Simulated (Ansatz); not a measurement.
The Br1–F2 bond of BrF is stretched (multiplicity 1).


Correlated levels freeze the cores. Filled d and f shells under p-block atoms count as core.

Run with Ansatz (a program for electronic structure) with Gaussian orbitals. Each number belongs to the level named beside it.

FIC-MRCISD+Q on CASSCF(14,8)/cc-pVTZ, total energies (hartree):

```json
[
 {"R (Å)": "1.774", "CASSCF": "-2671.901420", "MRCISD": "-2672.271977", "weight c² of the reference": "0.91725"},
 {"R (Å)": "3.105", "CASSCF": "-2671.842432", "MRCISD": "-2672.190307", "weight c² of the reference": "0.91950"},
 {"R (Å)": "7.097", "CASSCF": "-2671.841159", "MRCISD": "-2672.187854", "weight c² of the reference": "0.91981"}
]
```

Problem. Add the Davidson correction (E_MRCISD − E_CASSCF)(1 − c²)/c² and give the energies above the first point at the three levels.

Solution. 
Corrections (hartree): -0.033430, -0.030454, -0.030223. Above the first point (kcal/mol):
- R = 3.105 Å: CASSCF 37.0, MRCISD 51.2, with the correction 53.1
- R = 7.097 Å: CASSCF 37.8, MRCISD 52.8, with the correction 54.8
